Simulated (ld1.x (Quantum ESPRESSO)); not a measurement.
## boron (B): excitation energies, all-electron against PAW

- Element: B
- Generator: ld1.x (Quantum ESPRESSO) 7.5
- Type: PAW
- Functional: PBE
- Relativity: scalar-relativistic
- Frozen core: [He]
- Valence charge: 3
- Reference configuration: 2s2 2p1
- Partial waves: 2s (bound): rcut 0.95, rcutus 1.10 bohr; 2s channel at -0.1 Ry: rcut 0.95, rcutus 1.10 bohr; 2p (bound): rcut 3.65, rcutus 4.55 bohr; 2p channel at 1.35 Ry: rcut 3.65, rcutus 4.55 bohr; 3d channel at -0.05 Ry: rcut 3.40, rcutus 4.65 bohr; 3d channel at 2.25 Ry: rcut 3.40, rcutus 4.65 bohr
- Local potential: all-electron potential smoothed inside 4.55 bohr (lloc = -2)
- Core correction: Bessel-smoothed model core inside 0.85 bohr
- Augmentation charge: BESSEL, radius 0.90 bohr

Energies are relative to the spin-unpolarised reference configuration 2s2 2p1; without spin polarisation the order of configurations can differ from experiment.

Give the all-electron excitation energy and the error of the potential for: 2s2 2p0; 2s1 2p0; 2s2 2p0.5; 2s1 2p1; 2s0 2p3; 2s1 2p2; 2s2 2p1.3.

```csv
valence configuration,charge,ΔE all-electron (eV),error AE − PS (meV)
2s2 2p0,+1,8.220,+443
2s1 2p0,+2,33.642,+383
2s2 2p0.5,+0.5,2.887,+65
2s1 2p1,+1,14.361,-21
2s0 2p3,0,11.721,+43
2s1 2p2,0,5.851,+153
2s2 2p1.3,-0.3,-0.738,+3.5
```

Levels in the configuration 2s0 2p3:

```csv
level,all-electron (eV),pseudo (eV)
2p,-4.442,-4.396
```

These tests converged, but a pseudo level misses the all-electron one widely, so the file describes the atom poorly there or has found another state: 2s1 2p0: empty 2p by 16.6 eV.
